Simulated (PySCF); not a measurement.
H3NSi (SMILES N[SiH]), singlet, geometry from GFN2-xTB, atoms displaced at random by about 0.08 Å a coordinate; PySCF with HF/STO-3G, gradient by finite differences.

Here is a job for PySCF.
```python
from pyscf import gto, scf

mol = gto.M(
    atom='''
Si   -0.335178    0.555055    0.587231
H    -0.668709    1.386080   -0.358533
N     0.428304   -0.555702   -0.704744
H     0.529969   -0.458857   -1.667911
H     0.734292   -1.572898   -0.333398
''',
    basis='sto-3g',
    charge=0,
    spin=0,
    verbose=4,
)

mf = scf.RHF(mol)
mf.conv_tol = 1e-11
mf.kernel()
scan, done = mf.as_scanner(), []
scan.scf_summary = {}
def energy(d):
    c = mol.atom_coords()
    c[4, 0] += d
    e = scan(mol.set_geom_(c, unit='Bohr', inplace=False))
    done.append(scan.converged)
    return e
h = 1e-5
fd = (energy(h) - energy(-h)) / (2 * h)
print('dE/dx =', fd)
```

### Question
Write the output that PySCF gives for this input, abridged.

### Answer

```
PySCF version 2.14.0

[INPUT] verbose = 4
[INPUT] num. atoms = 5
[INPUT] num. electrons = 24
[INPUT] charge = 0
[INPUT] spin (= nelec alpha-beta = 2S) = 0
[INPUT] symmetry False subgroup None
[INPUT] Mole.unit = angstrom
[INPUT] Symbol           X                Y                Z      unit          X                Y                Z       unit  Magmom
[INPUT]  1 Si    -0.335178000000   0.555055000000   0.587231000000 AA   -0.633394622979   1.048901934070   1.109705761854 Bohr   0.0
[INPUT]  2 H     -0.668709000000   1.386080000000  -0.358533000000 AA   -1.263676867032   2.619311586737  -0.677529176619 Bohr   0.0
[INPUT]  3 N      0.428304000000  -0.555702000000  -0.704744000000 AA    0.809377258056  -1.050124586873  -1.331773147930 Bohr   0.0
[INPUT]  4 H      0.529969000000  -0.458857000000  -1.667911000000 AA    1.001496264510  -0.867114060340  -3.151894990149 Bohr   0.0
[INPUT]  5 H      0.734292000000  -1.572898000000  -0.333398000000 AA    1.387610775459  -2.972346441876  -0.630030910478 Bohr   0.0

nuclear repulsion = 48.6033185294988
number of shells = 11
number of NR pGTOs = 51
number of NR cGTOs = 17
basis = sto-3g
ecp = {}

******** <class 'pyscf.scf.hf.RHF'> ********
method = RHF
initial guess = minao
damping factor = 0
level_shift factor = 0
DIIS = <class 'pyscf.scf.diis.CDIIS'>
diis_start_cycle = 1
diis_space = 8
diis_damp = 0
SCF conv_tol = 1e-11
SCF conv_tol_grad = None
SCF max_cycles = 50
direct_scf = True
direct_scf_tol = 1e-13
Set gradient conv threshold to 3.16228e-06
Initial guess from minao.
init E= -340.652094340682
  HOMO = -0.176866354602102  LUMO = 0.0861656988686387  gap/eV = 7.15747
cycle= 1 E= -340.96252299797  delta_E= -0.31  |g|= 0.31  |ddm|= 2.64
  HOMO = -0.183369956104543  LUMO = 0.257156215702416  gap/eV = 11.98733
cycle= 2 E= -340.989411266562  delta_E= -0.0269  |g|= 0.126  |ddm|= 0.605
  HOMO = -0.234597175832878  LUMO = 0.251376608685705  gap/eV = 13.22402
cycle= 3 E= -340.995894066744  delta_E= -0.00648  |g|= 0.0238  |ddm|= 0.203
  HOMO = -0.244516763446342  LUMO = 0.244245921699868  gap/eV = 13.29991
cycle= 4 E= -340.99630815292  delta_E= -0.000414  |g|= 0.00655  |ddm|= 0.0662
  HOMO = -0.244547448109834  LUMO = 0.244633007559182  gap/eV = 13.31128
cycle= 5 E= -340.996367415137  delta_E= -5.93e-05  |g|= 0.00175  |ddm|= 0.0283
  HOMO = -0.244601899482896  LUMO = 0.244708307471586  gap/eV = 13.31481
cycle= 6 E= -340.996371774968  delta_E= -4.36e-06  |g|= 0.000177  |ddm|= 0.00884
  HOMO = -0.244617403223927  LUMO = 0.24468902281236  gap/eV = 13.31471
cycle= 7 E= -340.996371805198  delta_E= -3.02e-08  |g|= 2.47e-05  |ddm|= 0.000644
  HOMO = -0.244614478634839  LUMO = 0.244690938502654  gap/eV = 13.31468
cycle= 8 E= -340.996371805778  delta_E= -5.8e-10  |g|= 3.89e-06  |ddm|= 9.08e-05
  HOMO = -0.24461523465623  LUMO = 0.244690239075947  gap/eV = 13.31468
cycle= 9 E= -340.996371805793  delta_E= -1.48e-11  |g|= 1.03e-06  |ddm|= 1.26e-05
  HOMO = -0.244615228401981  LUMO = 0.244690238870376  gap/eV = 13.31468
cycle= 10 E= -340.996371805794  delta_E= -1.48e-12  |g|= 2.59e-07  |ddm|= 3.84e-06
  HOMO = -0.244615202863357  LUMO = 0.244690259660245  gap/eV = 13.31468
Extra cycle  E= -340.996371805794  delta_E=    0  |g|= 1.26e-07  |ddm|= 6.3e-07
converged SCF energy = -340.996371805794
Create scanner for <class 'pyscf.scf.hf.RHF'>

WARN: Mole.unit (angstrom) is changed to Bohr

New geometry
   1 Si    -0.335178000000   0.555055000000   0.587231000000 AA   -0.633394622979   1.048901934070   1.109705761854 Bohr
   2 H     -0.668709000000   1.386080000000  -0.358533000000 AA   -1.263676867032   2.619311586737  -0.677529176619 Bohr
   3 N      0.428304000000  -0.555702000000  -0.704744000000 AA    0.809377258056  -1.050124586873  -1.331773147930 Bohr
   4 H      0.529969000000  -0.458857000000  -1.667911000000 AA    1.001496264510  -0.867114060340  -3.151894990149 Bohr
   5 H      0.734297291772  -1.572898000000  -0.333398000000 AA    1.387620775459  -2.972346441876  -0.630030910478 Bohr

******** <class 'pyscf.scf.hf.RHF_Scanner'> ********
method = RHF_Scanner
initial guess = minao
damping factor = 0
level_shift factor = 0
DIIS = <class 'pyscf.scf.diis.CDIIS'>
diis_start_cycle = 1
diis_space = 8
diis_damp = 0
SCF conv_tol = 1e-11
SCF conv_tol_grad = None
SCF max_cycles = 50
direct_scf = True
direct_scf_tol = 1e-13
Set gradient conv threshold to 3.16228e-06
init E= -340.99637107143
  HOMO = -0.244615316692132  LUMO = 0.244690162029122  gap/eV = 13.31468
cycle= 1 E= -340.996371614794  delta_E= -5.43e-07  |g|= 8.8e-07  |ddm|= 4.64e-06
  HOMO = -0.244615232426963  LUMO = 0.244690251956526  gap/eV = 13.31468
cycle= 2 E= -340.996371614794  delta_E= -4.55e-13  |g|= 4.16e-07  |ddm|= 2.03e-06
  HOMO = -0.244615210658063  LUMO = 0.244690265237207  gap/eV = 13.31468
Extra cycle  E= -340.996371614794  delta_E= -1.14e-13  |g|= 1.96e-07  |ddm|= 9.36e-07
converged SCF energy = -340.996371614794

WARN: Mole.unit (angstrom) is changed to Bohr

New geometry
   1 Si    -0.335178000000   0.555055000000   0.587231000000 AA   -0.633394622979   1.048901934070   1.109705761854 Bohr
   2 H     -0.668709000000   1.386080000000  -0.358533000000 AA   -1.263676867032   2.619311586737  -0.677529176619 Bohr
   3 N      0.428304000000  -0.555702000000  -0.704744000000 AA    0.809377258056  -1.050124586873  -1.331773147930 Bohr
   4 H      0.529969000000  -0.458857000000  -1.667911000000 AA    1.001496264510  -0.867114060340  -3.151894990149 Bohr
   5 H      0.734286708228  -1.572898000000  -0.333398000000 AA    1.387600775459  -2.972346441876  -0.630030910478 Bohr

******** <class 'pyscf.scf.hf.RHF_Scanner'> ********
method = RHF_Scanner
initial guess = minao
damping factor = 0
level_shift factor = 0
DIIS = <class 'pyscf.scf.diis.CDIIS'>
diis_start_cycle = 1
diis_space = 8
diis_damp = 0
SCF conv_tol = 1e-11
SCF conv_tol_grad = None
SCF max_cycles = 50
direct_scf = True
direct_scf_tol = 1e-13
Set gradient conv threshold to 3.16228e-06
init E= -340.996373083504
  HOMO = -0.244614983483373  LUMO = 0.244690463809163  gap/eV = 13.31468
cycle= 1 E= -340.996371996785  delta_E= 1.09e-06  |g|= 1.71e-06  |ddm|= 8.99e-06
  HOMO = -0.244615146351923  LUMO = 0.244690286589989  gap/eV = 13.31468
cycle= 2 E= -340.996371996786  delta_E= -1.48e-12  |g|= 8.1e-07  |ddm|= 3.93e-06
  HOMO = -0.244615190899114  LUMO = 0.244690259588829  gap/eV = 13.31468
Extra cycle  E= -340.996371996787  delta_E= -6.25e-13  |g|= 3.81e-07  |ddm|= 1.81e-06
converged SCF energy = -340.996371996787
dE/dx = 0.019099633163932594
```
